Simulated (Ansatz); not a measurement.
Consider the ligand exchange at a Te–Al bond: `[SiH3][NH][AlH][TeH]` + PH₃ → `P[TeH]` + `[AlH2][NH][SiH3]`.

Computed with Ansatz on PBE0-D4/def2-TZVP structures; ΔE is electronic, products minus reactants. CCSD(T)/CBS is the MP2 limit (def2-TZVPP, def2-QZVPP) plus CCSD(T) − MP2 in def2-TZVPP, frozen cores. This one scheme is used for every species. Functionals use def2-TZVPP. B3LYP here is the variant with VWN-RPA as its local correlation; programs differ in this. def2 core potentials past Kr. For Te outer-core shells are correlated without core-valence functions, which leaves a few kJ/mol of doubt a bond. Each species was taken in one conformer, which may not be the lowest.

`[SiH3][NH][AlH][TeH]`:

```xyz
10

Si   -1.492    0.111    0.355
N    -0.237   -0.863   -0.320
Al    1.509   -0.621   -0.575
Te    2.715    1.501    0.080
H    -2.139   -0.551    1.522
H    -0.891    1.392    0.804
H    -2.562    0.406   -0.638
H    -0.560   -1.768   -0.642
H     2.340   -1.788   -1.242
H     1.317    2.180    0.654
```

PH₃:

Cartesian coordinates in Å:
```
P -0.250 -0.265 0.452
H 1.100 0.176 0.462
H -0.726 0.959 -0.088
H -0.124 -0.870 -0.826
```

`P[TeH]`:

Z-matrix (Å, degrees):
```
P
Te 1 2.468
H 1 1.419 2 96.1
H 1 1.419 2 96.1 3 -93.8
H 2 1.658 1 91.5 3 -133.4
```

`[AlH2][NH][SiH3]`:

Z-matrix (Å, degrees):
```
Si
N 1 1.727
H 1 1.490 2 112.2
H 1 1.485 2 107.4 3 -119.7
H 1 1.490 2 112.2 3 120.6
Al 2 1.782 1 129.3 3 119.7
H 2 1.012 1 114.6 3 -60.3
H 6 1.583 2 117.4 1 180.0
H 6 1.580 2 118.1 1 0.0
```

Task: Is it downhill or uphill in electronic energy at CCSD(T)/CBS, and by how much? (An estimate is asked.)

Result: The calculation gave: Uphill: ΔE = +21.7 kcal/mol.

Task: What do these levels give: B3LYP-D4, CCSD/def2-TZVPP, MP2/def2-QZVPP, HF/CBS(def2), MP2/CBS(def2), CCSD/CBS(def2)? (Estimate.)

Result: Computed: B3LYP-D4 20.0, CCSD/def2-TZVPP 22.4, MP2/def2-QZVPP 22.2, HF/CBS(def2) 21.0, MP2/CBS(def2) 22.0, CCSD/CBS(def2) 21.7 kcal/mol.

Largest T1 diagnostic among the species: 0.013.

From PBE to PBE0 (25 % exact exchange), in def2-TZVPP and without D4, ΔE moves by +1.1 kcal/mol. The D4 term adds +0.8 kcal/mol with B3LYP and +0.6 kcal/mol with PBE0; it sums over pairs of atoms, weighted by their polarisabilities, and B3LYP, whose exchange is more repulsive, gets the larger term. In def2-TZVPP, CCSD(T) changes the Hartree–Fock value by +0.9 kcal/mol (the triples alone add −0.0 kcal/mol) and MP2 by +1.2 kcal/mol.
